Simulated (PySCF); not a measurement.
Cr²⁺ (chromium, charge +2) across methods

[Ar] 3d4, high-spin 5D determinant. All numbers are calculated (PySCF 2.14, scalar relativity by spin-free X2C-1e, in x2c-QZVPPall with one added diffuse shell each of s, p, d, f, g type (12s8p6d4f3g, 121 functions)).

| method | E (hartree) | mean ε 3p α (eV) | mean ε 3p β (eV) | mean ε 3d α (eV) | Σ⟨r²⟩ (bohr²) | ⟨S²⟩ |
| --- | --- | --- | --- | --- | --- | --- |
| LDA | -1047.581 | -67.729 | -63.887 | -24.330 | 16.57 | 6.000 |
| PBE | -1049.680 | -67.780 | -63.764 | -24.179 | 16.57 | 6.000 |
| TPSS | -1049.949 | -68.179 | -63.967 | -24.092 | 16.52 | 6.000 |
| r2SCAN | -1049.891 | -69.469 | -64.383 | -24.462 | 16.39 | 6.001 |
| PBE0 | -1049.720 | -71.942 | -66.505 | -26.394 | 16.40 | 6.000 |
| r2SCANh | -1049.886 | -70.926 | -65.399 | -25.330 | 16.35 | 6.001 |
| M06-2X | -1049.925 | -75.376 | -69.311 | -28.556 | 16.28 | 6.001 |
| UHF | -1048.90154 | -83.572 | -73.297 | -32.418 | 16.14 | 6.001 |
